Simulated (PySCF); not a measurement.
N2O (SMILES N#[N+][O-]), singlet, at a GFN2-xTB geometry. Base run: B3LYP/6-31G, polarisability (PySCF).

Input for PySCF:
```python
from pyscf import gto, scf, dft
from pyscf.prop import polarizability

mol = gto.M(
    atom='''
N    -0.000000   -0.000000   -1.172245
N    -0.000000   -0.000000   -0.066547
O     0.000000    0.000000    1.083943
''',
    basis='6-31g',
    charge=0,
    spin=0,
    verbose=4,
)

mf = dft.RKS(mol)
mf.xc = 'b3lyp'
mf.kernel()
alpha = mf.Polarizability().polarizability()[2, 2]
print('alpha_zz =', alpha)
```

The base run was repeated with changes; each row names its change, and settings that it needs were set with it.

| change | alpha_zz (bohr³) | basis functions | core-seconds (rough) |
|---|---|---|---|
| base | 27.19 | 27 | 3 |
| functional = pbe0 | … | 27 | 3 |
| basis = def2-TZVP | 29.70 | 93 | 10 |
| basis = def2-TZVPD | 30.60 | 114 | 20 |
| basis = aug-cc-pVDZ | 30.89 | 69 | 8 |
| finite field (a.u.) = 2e-4; conv_tol = 1e-6 | 58.86 | 27 | 3 |
| finite field (a.u.) = 0.001; conv_tol = 1e-11 | 27.19 | 27 | 4 |
| basis = def2-SVPD | … | … | 8 |
| basis = 6-31+G* | 30.95 | 54 | 7 |
| basis = 6-31G* | … | … | 6 |
| basis = cc-pVTZ | 28.49 | 90 | 20 |
| functional = lda,vwn | 27.13 | 27 | 2 |

Complete the blanks.


- functional = pbe0, alpha_zz (bohr³): 27.42
- basis = def2-SVPD, alpha_zz (bohr³): 29.58
- basis = def2-SVPD, basis functions: 63
- basis = 6-31G*, alpha_zz (bohr³): 26.41
- basis = 6-31G*, basis functions: 42

Finite-field rows take the second difference of the energy in a field along z; a small field with loose convergence shows SCF noise divided by the square of the field, and a large one adds hyperpolarisability.
